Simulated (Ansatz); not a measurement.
def2 core potentials replace the inner electrons of Sn.

B3LYP has the VWN-RPA correlation part, as in Gaussian. 

Cartesian coordinates (Å):
SMILES: F[C]([Sn]([OH])([OH])[OH])(F)F
```xyz
11

O     -1.0761     0.4436     1.8059
Sn    -0.3897     0.1125    -0.0112
O     -1.5010    -1.2887    -0.8384
O     -0.6119     1.7662    -1.0592
C      1.7212    -0.4974     0.0495
F      1.8641    -1.6492     0.7042
F      2.4635     0.4219     0.6654
F      2.2040    -0.6602    -1.1817
H     -1.7956    -0.1653     2.0170
H     -1.9205    -0.9622    -1.6448
H     -0.9579     2.4788    -0.5066
```
Charge 0, multiplicity 1.

Task: What is the computed HOMO–LUMO gap, adiabatic electron affinity (no zero-point term), HOMO, electron reorganisation energy (four-point) and LUMO (B3LYP-D3(BJ)/def2-TZVP // PBE0-D3(BJ)/def2-SVP run with Ansatz, a quantum-chemistry and plane-wave program)?

Result: 
The HOMO–LUMO gap comes out as 6.54 eV and the adiabatic electron affinity (no zero-point term) is 1.39 eV. The HOMO is -8.63 eV and the electron reorganisation energy (four-point) comes out as 68.16 kcal/mol. The LUMO is -2.10 eV.
